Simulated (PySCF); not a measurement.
Computed IR spectrum (relative IR intensity) of a molecule C₄H₄Cl₂. Geometry optimised at PBE-D3(BJ)/def2-SVP. One conformer was computed; it need not be the lowest. Calculation: PBE-D3(BJ)/def2-SVP in PySCF 2.14.0. Frequencies are harmonic and unscaled.

Lines under 2 % of the strongest are left out, and lines within 2 cm⁻¹ are merged.

```json
[
 {"ν (cm⁻¹)": "515", "relative intensity": "15"},
 {"ν (cm⁻¹)": "621", "relative intensity": "33"},
 {"ν (cm⁻¹)": "736", "relative intensity": "75"},
 {"ν (cm⁻¹)": "763", "relative intensity": "11"},
 {"ν (cm⁻¹)": "919", "relative intensity": "10"},
 {"ν (cm⁻¹)": "1063", "relative intensity": "48"},
 {"ν (cm⁻¹)": "1166", "relative intensity": "14"},
 {"ν (cm⁻¹)": "1325", "relative intensity": "4.8"},
 {"ν (cm⁻¹)": "1348", "relative intensity": "3.1"},
 {"ν (cm⁻¹)": "1388", "relative intensity": "7.0"},
 {"ν (cm⁻¹)": "1410", "relative intensity": "3.1"},
 {"ν (cm⁻¹)": "2011", "relative intensity": "100"},
 {"ν (cm⁻¹)": "2974", "relative intensity": "5.3"},
 {"ν (cm⁻¹)": "3094", "relative intensity": "2.4"}
]
```

**Question.** Which structure fits?
A) ClC=C=CCCl
B) CC(Cl)=C=CCl
C) C#CCC(Cl)Cl
D) C=C(Cl)/C=C\Cl

**Answer.** B, CC(Cl)=C=CCl
